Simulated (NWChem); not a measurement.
The numbers come from NWChem runs, not from measurements. System: thiourea (CH4N2S), charge 0, spin multiplicity 1, at a geometry optimised with B3LYP/def2-SVP. Level: RI-MP2/cc-pVDZ, 8 core orbitals frozen.

Part of the output:

```
             Northwest Computational Chemistry Package (NWChem) 7.3.0
             --------------------------------------------------------

                                NWChem Input Module
                                -------------------

 Scaling coordinates for geometry "geometry" by  1.889725989
 (inverse scale =  0.529177249)

 Turning off AUTOSYM since
 SYMMETRY directive was detected!

                             Geometry "geometry" -> ""
                             -------------------------

 Output coordinates in angstroms (scale by  1.889725989 to convert to a.u.)

  No.       Tag          Charge          X              Y              Z
 ---- ---------------- ---------- -------------- -------------- --------------
    1 N                    7.0000    -1.09650000    -0.35167100    -1.04877900
    2 C                    6.0000     0.00000000     0.00000000    -0.31533000
    3 N                    7.0000     1.09650000     0.35167100    -1.04877900
    4 S                   16.0000     0.00000000     0.00000000     1.35340600
    5 H                    1.0000    -1.18958200    -0.05446400    -2.01462500
    6 H                    1.0000    -1.95241800    -0.48554100    -0.52518000
    7 H                    1.0000     1.18958200     0.05446400    -2.01462500
    8 H                    1.0000     1.95241800     0.48554100    -0.52518000

 Effective nuclear repulsion energy (a.u.)     156.9923342873

            Nuclear Dipole moment (a.u.)
            ----------------------------
        X                 Y               Z
 ---------------- ---------------- ----------------
     0.0000000000    -0.0000000000     0.0000000000

      Symmetry information
      --------------------

 Group name             C2
 Group number              4
 Group order               2
 No. of unique centers     5

      Symmetry unique atoms

     1    2    4    5    6


 Summary of "ao basis" -> "" (spherical)
 ------------------------------------------------------------------------------
       Tag                 Description            Shells   Functions and Types
 ---------------- ------------------------------  ------  ---------------------
 *                          cc-pvdz                   on all atoms

 Summary of "ri-mp2 basis" -> "" (spherical)
 ------------------------------------------------------------------------------
       Tag                 Description            Shells   Functions and Types
 ---------------- ------------------------------  ------  ---------------------
[...]
     1   0 0 1     -2.164193      0.000000      0.000000

     2   2 0 0    -18.493876      0.000000     97.441683
     2   1 1 0      0.543290      0.000000     26.511718
     2   1 0 1     -0.000000      0.000000     -0.000000
     2   0 2 0    -25.772534      0.000000      7.887937
     2   0 1 1     -0.000000      0.000000      0.000000
     2   0 0 2    -21.493141      0.000000    192.737848

                               NWChem RI-MP2 Module
                               --------------------

 Summary of "ri-mp2 basis" -> "ri-mp2 basis" (spherical)
 ------------------------------------------------------------------------------
       Tag                 Description            Shells   Functions and Types
 ---------------- ------------------------------  ------  ---------------------
 N                         cc-pvdz-ri               18       56   7s5p4d2f
 C                         cc-pvdz-ri               18       56   7s5p4d2f
 S                         cc-pvdz-ri               24       76   9s7p5d3f
 H                         cc-pvdz-ri                6       14   3s2p1d

 SCF Reference Information:
            File: './mol.movecs'
           Title: ''
    Size (AOxMO):     80 x     80
       Total Occ:              40.00
 RI-MP2 Calculation Information:
          Nr. of AO basis functions:         80
     Nr. of fitting basis functions:        300
               Nr. of MO spin cases:          1
        Nr. of MOs to be correlated:         72
     Nr. of occupied MOs correlated:         12
      Nr. of virtual MOs correlated:         60

          RI integral approximation: 'V'
    Threshold for Schwarz screening:  1.000E-09
 Smallest eigenvalue retained in fit  1.000E-08
    Type of storage for MO integrals 'EAF library'

 Transformation block size   12, requiring     1 integral passes.
 XForm_3cInts: Completed     1:   12 pass.
 Energy evaluation using block sizes    12   12
 RIMP2_V_E2: Approx. ints. done (    1:   12,    1:   12)
 RIMP2_V_E2: Copy to B done (    1:   12,    1:   12)
 RIMP2_V_E2: Denominators done (    1:   12,    1:   12)
 RIMP2_V_E2: Completed block (    1:   12,    1:   12)

          -------------------------------------------
          SCF energy                -546.653399885083
          Correlation energy          -0.595989459425
          Total MP2 energy          -547.249389344508
          -------------------------------------------

 -----------------------
 Performance information
 -----------------------

 Timer overhead =  9.62D-08 seconds/call

               Nr. of calls         CPU time (s)                 Wall time (s)                GFlops
             ---------------    -------------------     ------------------------------   -------------------
Name         Min   Avg   Max    Min     Avg     Max     Min     Avg     Max   Mx/calls   Min     Max     Sum
Overall       1     1     1    1.7     1.7     1.7      1.7     1.7     1.7     1.7      0.0     0.0     0.0
3c integr     1     1     1   0.29    0.29    0.29     0.29    0.29    0.29    0.29      0.0     0.0     0.0
Energy        1     1     1   4.74E-2 4.74E-2 4.74E-2  4.74E-2 4.74E-2 4.74E-2 4.74E-2   0.0     0.0     0.0
3c integr     1     1     1   0.28    0.28    0.28     0.28    0.28    0.28    0.28      0.0     0.0     0.0
First 2/3     3     3     3   3.31E-3 3.31E-3 3.31E-3  3.31E-3 3.31E-3 3.31E-3 1.10E-3   0.0     0.0     0.0
Final 1/3     1     1     1   4.17E-3 4.17E-3 4.17E-3  4.17E-3 4.17E-3 4.17E-3 4.17E-3   0.0     0.0     0.0
Write 3c      1     1     1   4.45E-4 4.45E-4 4.45E-4  4.45E-4 4.45E-4 4.45E-4 4.45E-4   0.0     0.0     0.0
Read 3c i     1     1     1   4.03E-4 4.03E-4 4.03E-4  4.03E-4 4.03E-4 4.03E-4 4.03E-4   0.0     0.0     0.0
Fitting b     1     1     1   4.45E-2 4.45E-2 4.45E-2  4.45E-2 4.45E-2 4.45E-2 4.45E-2   0.0     0.0     0.0
Schwarz i     1     1     1   8.78E-3 8.78E-3 8.78E-3  8.78E-3 8.78E-3 8.78E-3 8.78E-3   0.0     0.0     0.0
Form 4ci      1     1     1   8.01E-3 8.01E-3 8.01E-3  8.01E-3 8.01E-3 8.01E-3 8.01E-3   0.0     0.0     0.0
Form A &      1     1     1   3.66E-2 3.66E-2 3.66E-2  3.66E-2 3.66E-2 3.66E-2 3.66E-2   0.0     0.0     0.0
Denominat     1     1     1   3.40E-4 3.40E-4 3.40E-4  3.40E-4 3.40E-4 3.40E-4 3.40E-4   0.0     0.0     0.0
Pair Ener     1     1     1   9.07E-4 9.07E-4 9.07E-4  9.08E-4 9.08E-4 9.08E-4 9.08E-4   0.0     0.0     0.0

 The average no. of pstat calls per process was 1.60D+01
 with a timing overhead of 1.54D-06s

 Task  times  cpu:        1.7s     wall:        1.7s

 Total times  cpu:        1.7s     wall:        1.7s
```

Question: Write an NWChem input that would produce this output.

Answer: One answer among several that fit: 
```
start mol
memory heap 200 mb stack 900 mb global 1100 mb
geometry units angstroms nocenter noautoz
  N     -1.096500    -0.351671    -1.048779
  C      0.000000     0.000000    -0.315330
  N      1.096500     0.351671    -1.048779
  S      0.000000     0.000000     1.353406
  H     -1.189582    -0.054464    -2.014625
  H     -1.952418    -0.485541    -0.525180
  H      1.189582     0.054464    -2.014625
  H      1.952418     0.485541    -0.525180
  symmetry group C2
end
basis spherical
  * library cc-pvdz
end
basis "ri-mp2 basis" spherical
  * library cc-pvdz-ri
end
scf
  rhf
  nopen 0
  maxiter 100
  thresh 1e-7
  semidirect memsize 60000000 filesize 0
end
mp2
  freeze core 8
end
task rimp2 energy
```
